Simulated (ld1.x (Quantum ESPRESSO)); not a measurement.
## u(r) = r·R(r): atom against pseudo-atom (niobium (Nb))

Columns: radius, all-electron u(r) and pseudo u(r) of the 5p shell (level -8.57 eV) of niobium in the configuration [Kr] 4d3.5 5s0 5p0; PBEsol, non-relativistic, TM scheme, ld1.x (Quantum ESPRESSO) 7.5.

```tsv
r (bohr)	all-electron	pseudo
0.155	0.0208	-0.0021
0.310	-0.1576	-0.0082
0.465	-0.0754	-0.0184
0.620	0.0888	-0.0324
0.775	0.2126	-0.0503
0.930	0.2659	-0.0717
1.085	0.2564	-0.0966
1.240	0.2030	-0.1247
1.395	0.1235	-0.1559
1.550	0.0318	-0.1902
1.705	-0.0625	-0.2273
1.860	-0.1534	-0.2672
2.015	-0.2371	-0.3092
2.170	-0.3116	-0.3527
2.325	-0.3760	-0.3963
2.480	-0.4301	-0.4383
2.635	-0.4742	-0.4766
2.790	-0.5088	-0.5092
2.945	-0.5347	-0.5347
3.100	-0.5527	-0.5527
3.255	-0.5636	-0.5636
3.410	-0.5684	-0.5684
3.565	-0.5678	-0.5678
3.720	-0.5627	-0.5627
3.875	-0.5537	-0.5537
4.030	-0.5415	-0.5415
```

Problem. How many radial nodes do the two functions have?

Solution. The all-electron 5p function has n − l − 1 = 3; the pseudo-wave has 0, since the states of the same l below it are removed with the core.

Problem. At about which radius was the pseudo-wave matched?

Solution. 3.10 bohr. The columns agree to 0.0005 from 2.79 bohr on; several derivatives are matched, so the curves merge somewhat inside the radius.

Problem. Is the pseudo-wave norm-conserving?

Solution. Yes: the TM scheme keeps the norm inside the radius equal to the all-electron one, which fixes the energy derivative of the logarithmic derivative at the level.
